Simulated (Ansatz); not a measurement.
**A ladder of methods for Br2 (bromine)**

Br2: 2 atoms, total charge 0, spin state singlet. SMILES: `BrBr`. The shape was relaxed beforehand at PBE0/def2-SVP.

```xyz
2

Br    0.9803   -0.3278    0.5023
Br   -0.9803    0.3278   -0.5023
```

Each level gives the dissociation energy of the Br2–Br1 bond into doublet Br and doublet Br (shapes relaxed at PBE0/def2-SVP, no zero-point term) (eV). The values are calculated.

| level | kind | program | value (eV) | CPU time (all runs) |
| --- | --- | --- | --- | --- |
| HF/def2-TZVPP | Hartree–Fock | Ansatz | 0.66 | 1.4 s |
| SVWN5/def2-TZVPP | LDA | Ansatz | 3.15 | 2.2 s |
| BLYP/def2-TZVPP | GGA | Ansatz | 2.21 | 3.3 s |
| PBE/def2-TZVPP | GGA | Ansatz | 2.48 | 2.8 s |
| r2SCAN/def2-TZVPP | meta-GGA | Ansatz | 2.30 | 12 s |
| B3LYP/def2-TZVPP | global hybrid | Ansatz | 2.11 | 3.2 s |
| B2PLYP/def2-TZVPP | double hybrid | Ansatz | 2.10 | 4.4 s |
| RPA@PBE/def2-TZVPP | RPA | Ansatz | 1.62 | 4.6 s |
| MP2/def2-TZVPP | perturbation theory | Ansatz | 2.21 | 2 s |

All-electron rows without a relativistic Hamiltonian named are non-relativistic. Spin-orbit coupling is left out. The values span 0.66 to 3.15 eV. Hartree–Fock misses the correlation of the electron pair that is broken and comes out low. Measured bond enthalpies also hold zero-point and thermal terms, a few tenths of an eV less. In the correlated wave-function rows the outer d shell of Br is correlated, in sets not made for it. In so small a basis fixed costs decide the times, and correlated methods can beat functionals. CPU times are rough (shared hosts, several kinds of processor and program).
